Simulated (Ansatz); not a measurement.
Cartesian coordinates in Å:
```
F 1.154 -1.293 -0.979
C 0.027 -0.609 -1.298
F -0.949 -1.514 -1.608
Si -0.552 0.452 0.187
N 0.679 1.501 0.958
C 0.382 0.507 1.688
Cl 0.963 0.055 3.223
H 0.235 -0.030 -2.207
H -1.939 0.932 0.037
```

Charge 0, multiplicity 1.

(1) List the PBE/def2-TZVPP orbital energies in eV (Ansatz 0.2.0). (An estimate is asked.)

## Answers

(1) Computed: Occupied: -2739.95, -1780.82, -660.82, -660.82, -381.22, -273.41, -271.90, -250.48, -191.25, -190.99, -190.95, -138.56, -95.33, -95.29, -95.26, -31.84, -30.35, -24.37, -21.68, -17.69, -14.25, -13.86, -13.84, -13.65, -12.37, -11.08, -10.53, -10.34, -10.04, -9.91, -9.77, -8.28, -8.02, -7.43, -6.27. Lowest empty: -2.26, -2.20, -0.49, -0.26, 0.42, 0.76, 1.46, 2.15.
